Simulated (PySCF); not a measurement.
Species: C₆H₈N (doublet state).
Cartesian coordinates in Å at the GFN2-xTB level; atoms count from 1:
```xyz
15
C6H8N angstrom
C      2.9823    0.1079   -0.1815
C      1.5451    0.0207   -0.2157
C      0.3358   -0.0795   -0.2532
C     -1.0452   -0.1342   -0.2909
C     -1.7170   -1.4298   -0.6025
C     -1.8141    1.0283   -0.0086
N     -1.3996    2.2030    0.2939
H      3.4041   -0.8077    0.2343
H      3.2943    0.9559    0.4287
H      3.3708    0.2416   -1.1927
H     -2.5980   -1.2638   -1.2214
H     -2.0484   -1.9093    0.3221
H     -1.0386   -2.1115   -1.1113
H     -2.8942    0.9111   -0.0538
H     -0.3818    2.2752    0.3250
```

The hyperfine couplings belong to this conformer and change with its torsions.

The species is `[H]/N=C\[C](C)C#CC` [radical].

The calculation used UKS B3LYP, pcH-1 on C H N, non-relativistic, mean-field spin-orbit, GIAO (PySCF). Geometry: GFN2-xTB, one conformer, isolated molecule. GFN2-xTB frequencies show an imaginary mode (23i cm⁻¹), so this geometry is no minimum at that level. The geometry wasn't refined by DFT: couplings that depend on bond lengths, twists or pyramidal angles can differ widely from those at the functional's own minimum. Stability of the SCF solution: not tested. ⟨S²⟩ is 0.776 where a pure state has 0.75.

Task: What is the g tensor, term by term?

Result: 
```csv
Δg (ppm),1,2,3
relativistic mass correction,-169,-169,-169
gauge correction,-12,34,29
orbital Zeeman/spin–orbit,3,1093,1992
total,-178,958,1852
```

So g = 2.00214, 2.00328, 2.00417 and g_iso = 2.00320; the tensor is rhombic: the two nearest values differ by 44 % of g3 − g1. Axes: g2 points within 1° of the C4–C6 bond.

Task: At 9.37 GHz, how far is the centre of the isotropic spectrum from where a free electron (g = 2.002319) resonates?

Result: B = hν/(g μB) with μB/h = 13.99624 MHz/mT gives 334.34 mT for the free electron and 334.20 mT at g_iso, 0.15 mT lower.

Task: What are the electron Larmor frequencies g μB B/h along the three axes at 1200 mT?

Result: 33.6269, 33.6460, 33.6610 GHz for g1, g2 and g3, a range of 34.1 MHz.

Task: Average each term over the three axes. Which is largest in size?

Result: The orbital-Zeeman/spin–orbit term 1029, the mass correction -169 and the gauge correction 17 ppm, for a total of 877 ppm. The orbital-Zeeman/spin–orbit term is the largest in size. The mass correction is the same along every axis, so the anisotropy comes from the other two: their spans along these axes are 46 (gauge) and 1989 ppm (orbital Zeeman/spin–orbit).

Task: In a frozen sample, at which fields do the three g values resonate at 9.5, 34, 94 and 263 GHz (hyperfine left aside), and which band first spreads them over more than twice a line width of 0.5 mT?

Result: 
```tsv
band	GHz	B(g3) mT	B(g2) mT	B(g1) mT	spread mT
X	9.5	338.67	338.82	339.01	0.34
Q	34.0	1212.08	1212.62	1213.31	1.23
W	94.0	3351.06	3352.55	3354.45	3.40
J	263.0	9375.82	9380.01	9385.33	9.51
```

The spread grows in proportion to the frequency. Q band is the first where it exceeds 1.0 mT.

The largest Mulliken spin populations are on C4 (+0.62), N7 (+0.37), C2 (+0.36) and C3 (-0.19). Three atoms exceed +0.15. The positive populations add up to 1.46 and the negative ones to -0.46, together 2S = 1. The angles at C4 add up to 360.0°, so it is planar.

The HOMO–LUMO gaps are 5.56 eV among the α and 4.06 eV among the β orbitals.
